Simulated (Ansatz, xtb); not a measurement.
## Two isomers of C5H3N3O

Structure X: `N#Cc1cnc(C=O)[nH]1`, a singlet. Structure Y: `N#Cc1cnn(C=O)c1`, a singlet. Both are isolated molecules in the gas phase, relaxed with B3LYP-D3(BJ)/def2-SVP, each in the lowest conformer that the search found.

Quicker runs give these differences E(Y) − E(X): GFN2-xTB +3.9 kcal/mol; HF/STO-3G +1.6 kcal/mol (at GFN2-xTB geometries); r2SCAN-D4/def2-SVP +10.2 kcal/mol (at GFN2-xTB geometries).

Estimate E(Y) − E(X) at the level CCSD(T)/def2-SVP + ΔMP2/def2-TZVPP.

Calculated at CCSD(T)/def2-SVP + ΔMP2/def2-TZVPP: E(Y) − E(X) = +8.4 kcal/mol, so structure X lies lower.

The same difference at several levels:

| level | geometry | E(Y) − E(X) (kcal/mol) | departure from the last row (kcal/mol) | job, with rough time for the two |
| --- | --- | --- | --- | --- |
| GFN2-xTB | GFN2-xTB | +3.9 | −4.5 | optimisation, 0.6 s |
| HF/STO-3G | GFN2-xTB | +1.6 | −6.8 | single point, 0.46 s |
| r2SCAN-D4/def2-SVP | GFN2-xTB | +10.2 | +1.8 | single point, 4.4 s |
| B3LYP-D3(BJ)/def2-SVP | B3LYP-D3(BJ)/def2-SVP | +9.5 | +1.1 | optimisation, 39 s |
| HF/def2-SVP | B3LYP-D3(BJ)/def2-SVP | +7.7 | −0.7 | part of the CCSD(T) run |
| MP2/def2-SVP | B3LYP-D3(BJ)/def2-SVP | +9.8 | +1.4 | part of the CCSD(T) run |
| CCSD(T)/def2-SVP | B3LYP-D3(BJ)/def2-SVP | +7.7 | −0.7 | single point |
| CCSD(T)/def2-SVP + ΔMP2/def2-TZVPP | B3LYP-D3(BJ)/def2-SVP | +8.4 |  | single point, 1.7 min |

As drawn, Y has 1 C∷C, 1 N∷N, 1 C–N, 1 C–H in place of 1 C–C, 2 C∷N, 1 N–H (∷ is an aromatic bond).

The levels shown agree on the order. The largest departure from CCSD(T)/def2-SVP + ΔMP2/def2-TZVPP is that of HF/STO-3G, 6.8 kcal/mol. The last row adds to CCSD(T) the change of the MP2 difference between the two basis sets, here +0.7 kcal/mol.

With thermal terms from frequencies at re-optimised GFN2-xTB minima (ideal gas, soft modes damped towards free rotors, one conformer each, 298.15 K, 1 atm): on the last row, ΔE + ΔZPE = +8.4, ΔH = +8.3, ΔG = +8.5 kcal/mol.

The correlated steps freeze 9 core orbitals. Programs: Ansatz 0.2.0, xtb 6.7.1; the last row on 4 threads of Arm Neoverse V1 on a shared host.
